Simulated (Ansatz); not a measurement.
System: WO, charge 0, triplet. WO (SMILES [W]=[O], triplet).
B3LYP-D3(BJ)/def2-TZVP minimum from Ansatz (a first-principles code):
```xyz
2

W      0.0000     0.0000    -0.1621
O      0.0000     0.0000     1.4990
```
Charge 0, spin multiplicity 3.

Total energies in hartree (Ansatz). UHF or UKS for unpaired electrons; spin-orbit terms are left out. Cores are frozen in correlated methods (noble-gas shells, and filled d and f shells in the p block). Past Kr the def2 sets carry scalar-relativistic core potentials. The UHF reference of OW ([O]=[W], triplet) is spin-contaminated (<S^2> up to 0.50 over the pure value in the sets run). The UHF reference of W ([W], quintet) is spin-contaminated (<S^2> up to 0.26 over the pure value in the sets run). The determinant of OW ([O]=[W], triplet) is a saddle point of the SCF energy; a lower one exists, which strains HF and MP2.

```tsv
species	HF/def2-TZVPP	CCSD(T)/def2-TZVPP	HF/def2-QZVPP	CCSD(T)/def2-QZVPP	CCSDT(Q)/def2-QZVPP
1: WO (SMILES [O]=[W], triplet)	-141.25084	-141.67292	-141.25581	-141.70242	-141.70515
2: W (quintet)	-66.32163	-66.43155	-66.32261	-66.43871	-66.44006
3: O (triplet)	-74.81563	-74.97674	-74.81863	-74.99407	-74.99447
```

**Question.** Work out the atomisation energy (electronic, to ground-state atoms) in kJ/mol: take Hartree-Fock from def2-QZVPP, extrapolate the CCSD(T) correlation energy as X^-3 (X = 3, 4), and add CCSDT(Q) - CCSD(T) in def2-QZVPP. 1 hartree = 2625.5 kJ/mol.

**Answer.** 
Species 1: correlation (64·(-0.44661) - 27·(-0.42208))/37 = -0.46451; step -0.00273; E1 = -141.25581 + (-0.46451) + (-0.00273) = -141.72305
Species 2: correlation (64·(-0.11610) - 27·(-0.10992))/37 = -0.12061; step -0.00135; E2 = -66.32261 + (-0.12061) + (-0.00135) = -66.44457
Species 3: correlation (64·(-0.17544) - 27·(-0.16111))/37 = -0.18590; step -0.00040; E3 = -74.81863 + (-0.18590) + (-0.00040) = -75.00493
-1·E1 +1·E2 +1·E3 = 0.27355 hartree = 718.2 kJ/mol.
